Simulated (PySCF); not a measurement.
**[TlH4]−: one run**

[TlH4]− (singlet). PySCF 2.14.0, RKS r2SCAN, Tl def2-SVP with ECP60, H def2-SVP; non-relativistic Hamiltonian with scalar-relativistic core potentials where named; density fitting; no spin-orbit coupling. Purpose: level r2SCAN.

```python
mol = gto.M(atom='''
Tl    -0.00000     0.00000    -0.00000
H      1.04122     1.04122     1.04122
H     -1.04122    -1.04122     1.04122
H      1.04122    -1.04122    -1.04122
H     -1.04122     1.04122    -1.04122''',
    basis={'Tl': 'def2-SVP', 'H': 'def2-SVP'},
    ecp={'Tl': 'def2-SVP'},
    charge=-1, spin=0)
mf = dft.RKS(mol, xc='R2SCAN')
mf.grids.atom_grid = (75, 302)
mf = mf.density_fit()  # fitting sets: Tl def2-universal-JKFIT, H def2-universal-JKFIT
mf.conv_tol = 1e-08; mf.max_cycle = 55
mf.kernel(dm0)  # dm0: converged density of the relaxed state
mf.nuc_grad_method().kernel()
```

Run from Python with OMP_NUM_THREADS=2; the lines above give its settings. Where DIIS fails, smearing, a level shift and second-order steps follow.
It took 1.2 s on 2 threads of Arm Neoverse V2 (shared host), from an already converged density.

Task: Where do the frontier levels lie, over both spins?

Result: HOMO -1.13 eV, LUMO 5.67 eV. 

Task: What are the Mulliken charges and spins?

Result: 
```tsv
atom	charge (e)	spin (e)
Tl1	-0.220	0.000
H2	-0.195	0.000
H3	-0.195	0.000
H4	-0.195	0.000
H5	-0.195	0.000
```

Task: What forces act on the atoms (eV/Å)?

Result: 
```
Tl   0.00  0.00  0.00
H    0.01  0.01  0.01
H   -0.01 -0.01  0.01
H    0.01 -0.01 -0.01
H   -0.01  0.01 -0.01
```
Forces carry noise of the integration grid, about 0.01 to 0.03 eV/Å.

The geometry was relaxed with PBE0 (Tl def2-SVP with ECP60, H def2-SVP).
